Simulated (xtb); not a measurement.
Input for xtb:
```
$ xtb mol.xyz --gfn 2 --json

# file mol.xyz
3

O      0.00956971     0.00206403     0.11338892
H     -0.05579359     0.76362201    -0.46612807
H     -0.02076411    -0.78013425    -0.44098332
```

Q: What does this run give for the partial charges in atom order, total energy, dipole moment?

A: 
| Property | Value |
|---|---|
| partial charges in atom order | O1 -0.56, H2 0.28, H3 0.28 |
| total energy | -5.070544 Ha |
| dipole moment | 2.22 D |
